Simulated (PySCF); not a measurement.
BeHI, SMILES [I][BeH].

Coordinates come from a r2SCAN-D4/def2-TZVPD optimisation. The def2 effective core potentials stand for the cores of I; spin–orbit coupling is left out.

Calculation: IEF-PCM-PBE0/def2-TZVPD run with PySCF.

The values are the electrostatic part of the solvation free energy, E(continuum) − E(gas) at the gas-phase geometry, in a cavity of scaled van der Waals radii (PySCF's table); cavitation and dispersion terms are not included. A continuum can't describe solvent molecules that bind to the metal. In vacuum the orbital gap is 7.19 eV. The dipole moment in vacuum is 0.06 D.

Problem. Estimate the values in water (ε = 78.36), dichloromethane (ε = 8.93), acetonitrile (ε = 35.69). (Estimate from the structure and the level; the computed values follow.)

Solution. 
```json
[
 {"solvent": "water", "ε": "78.36", "ΔG(elec) (kcal/mol)": "-3.8", "dipole (D)": "0.48", "gap (eV)": "7.47"},
 {"solvent": "dichloromethane", "ε": "8.93", "ΔG(elec) (kcal/mol)": "-3.2", "dipole (D)": "0.40", "gap (eV)": "7.42"},
 {"solvent": "acetonitrile", "ε": "35.69", "ΔG(elec) (kcal/mol)": "-3.7", "dipole (D)": "0.47", "gap (eV)": "7.46"}
]
```
